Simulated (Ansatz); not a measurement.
Reaction R1 → P1 + P2, each structure at its B3LYP-D3(BJ)/def2-TZVP stationary point, reached from a drawn start (curvature not checked).
P1: O atom, charge 0, multiplicity 3.
P2, BrHg (SMILES [Br][Hg]) (charge 0, multiplicity 2):
```xyz
2

Hg     0.00000     0.00000    -1.30823
Br     0.00000     0.00000     1.30823
```
R1, BrHgO (SMILES [O]=[Hg][Br]) (charge 0, multiplicity 2):
```csv
atom,x (Å),y (Å),z (Å)
Hg,0.0051,0.0015,-0.1401
Br,-0.0825,-0.0247,2.2671
O,0.0774,0.0233,-2.1271
```

```json
[
 {"level": "HF/def2-QZVPP", "reaction energy (eV)": "0.829", "cost": "-"},
 {"level": "PBE/def2-TZVPP", "reaction energy (eV)": "2.908", "cost": "×1"},
 {"level": "BLYP/def2-TZVPP", "reaction energy (eV)": "2.673", "cost": "×0.6"},
 {"level": "revPBE/def2-TZVPP", "reaction energy (eV)": "2.627", "cost": "×1"},
 {"level": "r2SCAN/def2-TZVPP", "reaction energy (eV)": "2.761", "cost": "×2"},
 {"level": "B97M-V/def2-TZVPP", "reaction energy (eV)": "2.682", "cost": "×2"},
 {"level": "CAM-B3LYP/def2-TZVPP", "reaction energy (eV)": "2.632", "cost": "×1"},
 {"level": "wB97M-V/def2-TZVPP", "reaction energy (eV)": "2.673", "cost": "×4"},
 {"level": "MP2/def2-SVP", "reaction energy (eV)": "1.934", "cost": "-"},
 {"level": "SCS-MP2/def2-QZVPP", "reaction energy (eV)": "2.554", "cost": "-"},
 {"level": "CCSD/def2-TZVPP", "reaction energy (eV)": "2.166", "cost": "-"},
 {"level": "CCSD(T)/def2-SVP", "reaction energy (eV)": "1.890", "cost": "×0.3"},
 {"level": "CCSD(T)/def2-TZVPP", "reaction energy (eV)": "2.329", "cost": "×1"},
 {"level": "CCSD(T)/def2-QZVPP", "reaction energy (eV)": "2.492", "cost": "×6*"}
]
```

P less R. No zero-point or thermal terms; open shells are unrestricted; no spin–orbit coupling. The spin states of the d-block species are the ones drawn and need not be the lowest.

Correlated levels freeze the cores. In cc and def2 sets filled d and f shells under p-block atoms count as core.

Run with Ansatz (a first-principles code). No computed number here is a measurement. Elements past Kr take the def2 small-core potentials, without spin–orbit coupling.

Costs are rough ratios of core time to PBE/def2-TZVPP (about 80 s over the structures, on one shared machine); a dash marks a level with no comparable run of its own. A star marks coupled-cluster runs past 200 virtual orbitals, where the program's memory plan changes under this machine's limit, so their costs aren't comparable with smaller runs.
